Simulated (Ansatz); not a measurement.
Input file for Ansatz (a program for electronic structure): U-PBE0/def2-TZVPP on SnCl, 2S+1 = 2, a spin state set in the input, which need not be the lowest. Elements past Kr take the def2 small-core potentials; no spin–orbit coupling.

Ansatz 0.2 input:
```yaml
crystal:
  periodic: [false, false, false]
  atoms:
    - {symbol: Cl, position_ang: [0.00000000, 0.00000000, 0.00000000]}
    - {symbol: Sn, position_ang: [0.00000000, 0.00000000, 2.28900000]}
basis:
  gaussian:
    orbitals: def2-TZVPP
hamiltonian:
  xc: {name: PBE0}
magnetization: {spin_polarized: true, initial_magnetization: 1}
relax: {f_tol: 0.002, max_steps: 120}
```

It printed:

```
WARN ansatz: RAYON_NUM_THREADS=2 ignored (pool sized by the plan → 2); use --threads N
Functional definition: PBE0
integrals: 0.03 GiB planned
786 factors; their error is unknown
mean field: 0.35 GiB planned
mean field evaluation 1: about -18350.5525 eV, gradient 1.1e1 eV
mean field evaluation 2: about -18349.7784 eV, gradient 1.7e1 eV
mean field evaluation 4: about -18351.2315 eV, gradient 6.2e-1 eV
mean field evaluation 8: about -18351.3511 eV, gradient 2.6e-2 eV
mean field evaluation 16: about -18351.3511 eV, gradient 2.0e-5 eV
mean field -18351.35114183 eV, -674.3997154697 hartree, gradient 2.0e-5 eV, S^2 0.753827; 1 other end points of the search recorded, 0 dependent functions left out
the calculation of the forces begins
reference -18351.35116895 eV, -674.3997164663 hartree; 20, 19 occupied and 72, 73 virtual orbitals, 786 factors
relax step   1: F+E_penalty+E_count = -18351.35114183 eV  Δ(F+E_penalty+E_count) = +0.000e0 eV  max|allowed force component| = 1.132e0 eV/Å  Δτ_max = 0.0000 Å  (49 SCF iters, accepted)
these checks for a lower state are left out or cut short: starts, cluster_reference, orbital_swaps, neighbouring_geometries, increment
integrals: 0.03 GiB planned
786 factors; their error is unknown
mean field: 0.34 GiB planned
mean field evaluation 32: about -18351.3932 eV, gradient 1.6e-5 eV
mean field -18351.39318696 eV, -674.4012605997 hartree, gradient 1.6e-5 eV, S^2 0.753793; 0 other end points of the search recorded, 0 dependent functions left out
the calculation of the forces begins
reference -18351.39321420 eV, -674.4012616006 hartree; 20, 19 occupied and 72, 73 virtual orbitals, 786 factors
relax step   2: F+E_penalty+E_count = -18351.39318696 eV  Δ(F+E_penalty+E_count) = -4.205e-2 eV  max|allowed force component| = 4.339e-2 eV/Å  Δτ_max = 0.0411 Å  (34 SCF iters, accepted)
these checks for a lower state are left out or cut short: starts, cluster_reference, orbital_swaps, neighbouring_geometries, increment
integrals: 0.03 GiB planned
786 factors; their error is unknown
mean field: 0.35 GiB planned
mean field -18351.39326498 eV, -674.4012634669 hartree, gradient 1.6e-5 eV, S^2 0.753794; 0 other end points of the search recorded, 0 dependent functions left out
the calculation of the forces begins
reference -18351.39329222 eV, -674.4012644678 hartree; 20, 19 occupied and 72, 73 virtual orbitals, 786 factors
relax step   3: F+E_penalty+E_count = -18351.39326498 eV  Δ(F+E_penalty+E_count) = -7.802e-5 eV  max|allowed force component| = 4.328e-4 eV/Å  Δτ_max = 0.0018 Å  (35 SCF iters, accepted)
integrals: 0.03 GiB planned
786 factors; their error is unknown
mean field: 0.35 GiB planned
mean field evaluation 64: about -18351.3933 eV, gradient 1.0e-3 eV
mean field -18351.39326498 eV, -674.4012634669 hartree, gradient 1.7e-5 eV, S^2 0.753794; 2 other end points of the search recorded, 0 dependent functions left out
the calculation of the forces begins
reference -18351.39329222 eV, -674.4012644678 hartree; 20, 19 occupied and 72, 73 virtual orbitals, 786 factors
Total energy: -18351.39329222 eV, -674.4012644678 hartree
Atom 0 at     0.000000     0.000000    -0.039335 Å, force    -0.000000    -0.000000     0.000433 eV/Å
Atom 1 at    -0.000000    -0.000000     2.328335 Å, force     0.000000     0.000000    -0.000433 eV/Å
Dipole moment:    -0.000000     0.000000     0.544433 e Å
```

The calculation finished and met its thresholds.

Cost: around 12 core-seconds (rough).
